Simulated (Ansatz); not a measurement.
Computed with Ansatz on PBE0-D4/def2-TZVP structures; ΔE is electronic, products minus reactants. CCSD(T)/CBS is the MP2 limit (def2-TZVPP, def2-QZVPP) plus CCSD(T) − MP2 in def2-TZVPP, frozen cores. Functionals use def2-TZVPP. B3LYP here is the variant with VWN-RPA as its local correlation; programs differ in this. For Br, Ga outer-core shells are correlated without core-valence functions, which leaves a few kJ/mol of doubt a bond. Scalar relativity is left out up to krypton. Each species was taken in one conformer, which may not be the lowest.

Consider the formal exchange of groups at a Ga–H bond: `C[N](C)[GaH][Br]` + `N#CC(F)Br` → `C[N](C)[Ga]([Br])[Br]` + `N#CCF`.

CCSD(T)/CBS gives -2.04 eV.

Task: Another level gave -1.99 eV. Which?
A. CCSD(T)/def2-TZVPP
B. r2SCAN0-D4/def2-TZVPP
C. B3LYP-D4/def2-TZVPP
D. RPA@PBE/def2-TZVPP

Result: C. B3LYP-D4 -1.99, RPA@PBE/def2-TZVPP -1.94, r2SCAN0-D4 -2.08, CCSD(T)/def2-TZVPP -2.03 eV.

Largest T1 diagnostic among the species: 0.013.

In def2-TZVPP, CCSD(T) changes the Hartree–Fock value by +0.28 eV (the triples alone add +0.05 eV) and MP2 by +0.24 eV. From PBE to PBE0 (25 % exact exchange), in def2-TZVPP and without D4, ΔE moves by −0.15 eV.
